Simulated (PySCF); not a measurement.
Computed IR spectrum (relative IR intensity) of a molecule CH₇ClN₂Si. Geometry: PBE-D3(BJ)/def2-SVP. The values are those of a single conformer. These are PBE-D3(BJ)/def2-SVP run with PySCF values and carry that method's errors. Frequencies are harmonic and unscaled.

Lines under 2 % of the strongest are left out, and lines within 2 cm⁻¹ are merged.

ν (cm⁻¹): 222 (w), 258 (w), 309 (w), 339 (w), 474 (m), 522 (vs), 618 (w), 674 (m), 775 (w), 796 (m), 847 (m), 864 (vs), 897 (m), 1047 (w), 1072 (vw), 1499 (w), 1592 (w), 2176 (s), 2962 (w), 3027 (vw), 3474 (w), 3568 (w) (against the strongest line: vs over 80 %, s over 45 %, m over 15 %, w over 4 %, vw less)

### Question
Which molecule gave these data?
(A) CN[Si@H](N)Cl
(B) NC[Si@@H](N)Cl
(C) C[Si](N)(N)Cl

### Answer
B, NC[Si@@H](N)Cl
